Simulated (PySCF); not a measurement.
# 2p core levels of `[SiH2-]Br`

Species: BrH2Si (charge -1).
Geometry (PBE0-D3(BJ)/def2-SVP, Å), atoms numbered from 1 in this order:
```xyz
4
BrH2Si angstrom
Si    -0.4029   -0.0316    0.7161
Br     1.8809   -0.0167   -0.1279
H     -0.8812    1.0949   -0.2359
H     -0.8768   -1.1290   -0.2712
```

Method used: delta-SCF UKS SCAN, pcX-2 on the ionised atom, pcseg-1 elsewhere, spin-free X2C in PySCF 2.14.0. These are vertical core ionisation energies against the vacuum level, from separate self-consistent calculations with and without the core hole. Spin–orbit and ligand-field terms were added within each 2p shell after the spin-free SCF. The splitting includes the ligand field, and 2p3/2 is the mean of two sublevels.

When a 2p electron fills a 1s hole, the emitted photon carries the energy difference of the two hole states (Kα1 from 2p3/2, Kα2 from 2p1/2), here at the ground state's geometry.

| atom | Kα1 (eV) | Kα2 (eV) | 2p3/2 binding energy (eV) |
| --- | --- | --- | --- |
| Si1 | 1739.86 | 1739.22 | 100.67 |

What are the 1s and 2p1/2 binding energies?

1s = Kα1 + 2p3/2, and 2p1/2 = 1s − Kα2:

```json
{"atom": "Si1", "environment": "silicon bonded to Br and 2 H", "1s (eV)": "1840.53", "2p1/2 (eV)": "101.31"}
```

No level of bromine is listed. The species carries charge -1, so core ionisation leaves a neutral species. The basis sets have no added diffuse functions. Isolated species at its PBE0-D3(BJ)/def2-SVP geometry, gas phase. The geometry's basis has no diffuse functions, a weakness for an anion.
